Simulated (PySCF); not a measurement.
A structure optimised at B3LYP-D3(BJ)/def2-SVP, used in a PySCF frequency run:

```
C
H 1 1.1059
C 1 1.5358 2 108.47
H 3 1.1020 1 112.33 2 -60.75
H 3 1.1033 4 107.79 1 122.69
H 3 1.1033 4 107.59 5 115.03
C 1 1.5367 2 108.73 3 121.57
H 7 1.1016 1 110.95 2 176.85
H 7 1.1016 8 107.75 1 122.82
H 7 1.1035 8 107.66 9 115.79
Si 1 1.9061 2 105.72 3 -119.45
H 11 1.4946 1 110.66 2 -66.19
H 11 1.4965 12 108.23 1 -122.08
Si 11 2.3548 12 109.95 13 -117.63
F 14 1.6448 11 107.62 12 -85.51
H 14 1.4916 15 107.64 8 -128.24
H 14 1.4922 16 108.47 15 115.54
```

Task: Write its SMILES and formula.

Result: CC(C)[SiH2][SiH2]F, C₃H₁₁FSi₂

Task: What are its rotational constants (standard atomic weights)?

Result: 2.7484, 1.4549, 1.2604 GHz
